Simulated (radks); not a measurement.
The numbers below are computed, except where a source is named.
Br XIII, configuration [Ar] 3d5. Code: a radial shooting solver on a logarithmic mesh with Libxc functionals. Model: scalar-relativistic Kohn-Sham, r2SCAN, spin-polarised, spherical densities, finite nucleus; open shells are filled with parallel spins first; meta-GGA in the generalised Kohn-Sham scheme; Fermi nuclear charge, rms radius 4.1629 fm.

X-ray form factor f0, the Fourier transform of the density (f0(0) = 23):

sin(theta)/lambda (1/angstrom),f0 (electrons)
0.05,22.922
0.1,22.691
0.15,22.314
0.2,21.802
0.25,21.170
0.3,20.437
0.4,18.745
0.5,16.890
0.6,15.025
0.8,11.699
1,9.248
1.25,7.352
1.5,6.279
2,4.982
